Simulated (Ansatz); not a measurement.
Two isomers of C3H10Si2: A = `CC1([SiH3])C[SiH2]1`, B = `[SiH3]CC1C[SiH2]1`.

Computed with Ansatz on PBE0-D4/def2-TZVP structures; ΔE is electronic, products minus reactants. CCSD(T)/CBS is the MP2 limit (def2-TZVPP, def2-QZVPP) plus CCSD(T) − MP2 in def2-TZVPP, frozen cores. Functionals use def2-TZVPP. B3LYP here is the variant with VWN-RPA as its local correlation; programs differ in this. One conformer a species, not always the lowest.

Task: Which isomer does CCSD(T)/CBS put lower? Give the gap. (An estimate is asked.)

Result: Computed: A, by 4.4 kcal/mol.

Task: Give E(B) − E(A) in kcal/mol with CCSD/def2-TZVPP, B3LYP, PBE-D4, ωB97M-V, r2SCAN-D4, PBE0-D4, B2PLYP. (Estimate.)

Result: The calculation gave: CCSD/def2-TZVPP 3.8, B3LYP 2.8, PBE-D4 3.7, ωB97M-V 3.9, r2SCAN-D4 3.9, PBE0-D4 3.9, B2PLYP 3.6. None reverses the order clearly.

Largest T1 diagnostic: 0.011.

The D4 term adds +1.0 kcal/mol with B3LYP and +0.5 kcal/mol with PBE0; it sums over pairs of atoms, weighted by their polarisabilities, and B3LYP, whose exchange is more repulsive, gets the larger term. In def2-TZVPP, CCSD(T) changes the Hartree–Fock value by +1.1 kcal/mol (the triples alone add +0.3 kcal/mol) and MP2 by +1.9 kcal/mol.
